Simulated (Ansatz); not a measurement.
Calculated with Ansatz (gas phase, PBE0-D4/def2-TZVP geometries, no zero-point term in ΔE). CCSD(T)/CBS is the MP2 limit (def2-TZVPP, def2-QZVPP) plus CCSD(T) − MP2 in def2-TZVPP, frozen cores. This one scheme is used for every species. DFT in def2-TZVPP. B3LYP here is the variant with VWN-RPA as its local correlation; programs differ in this. Each species was taken in one conformer, which may not be the lowest.

Reaction (substitution at a C–S bond): `BSC(F)[SiH3]` + `NC=O` → `O=CNC(F)[SiH3]` + `BS`

Question: Is it downhill or uphill in electronic energy at CCSD(T)/CBS, and by how much? (Estimate.)

Answer: Computed: Downhill: ΔE = -0.03 eV.

Question: What do these levels give: PBE0-D4, B3LYP-D4, ωB97M-V, HF/def2-QZVPP, SCS-MP2/def2-QZVPP, HF/CBS(def2)? (Estimate.)

Answer: Ansatz gave: PBE0-D4 -0.03, B3LYP-D4 -0.04, ωB97M-V -0.05, HF/def2-QZVPP -0.13, SCS-MP2/def2-QZVPP -0.03, HF/CBS(def2) -0.13 eV.

Largest T1 diagnostic among the species: 0.016.

In def2-TZVPP, CCSD(T) changes the Hartree–Fock value by +0.05 eV (the triples alone add +0.02 eV) and MP2 by +0.10 eV.
